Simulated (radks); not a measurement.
Spherical quantum dot in the effective-mass picture: electrons in a hard-walled sphere of radius 1.51, all in effective atomic units (hartree* = m*/eps^2 hartree, bohr* = eps/m* bohr), one dielectric constant everywhere. Method: non-relativistic Kohn-Sham, exchange-only LDA, spin-polarised, spherical densities; computed with a radial shooting solver with Libxc functionals. Levels are named by radial order and angular momentum (1s, 1p, 1d, 2s, ...), and open shells are averaged over m.

N = 13, configuration 1s2 1p6 1d(up 5, down 0). This is the lowest configuration that the search found. Occupied and some empty levels:

| level | occupation | eigenvalue (hartree*) | <r> (bohr*) |
|---|---|---|---|
| 1s up | 1 | 13.928 | 0.8612 |
| 1s down | 1 | 14.180 | 0.8542 |
| 1p up | 3 | 15.640 | 0.9568 |
| 1p down | 3 | 15.924 | 0.9544 |
| 1d up | 5 | 18.113 | 1.019 |
| 1d down | 0 | 18.411 | 1.019 |
| 2s up | 0 | 20.523 | 0.7180 |
| 2s down | 0 | 20.684 | 0.7206 |
| 1f up | 0 | 21.249 | 1.065 |
| 1f down | 0 | 21.553 | 1.065 |
| 2p up | 0 | 24.754 | 0.8028 |
| 2p down | 0 | 24.945 | 0.8025 |

Energy (hartree*): total 137.693, kinetic 69.314, external 0, Hartree 79.322, exchange-correlation -10.943.
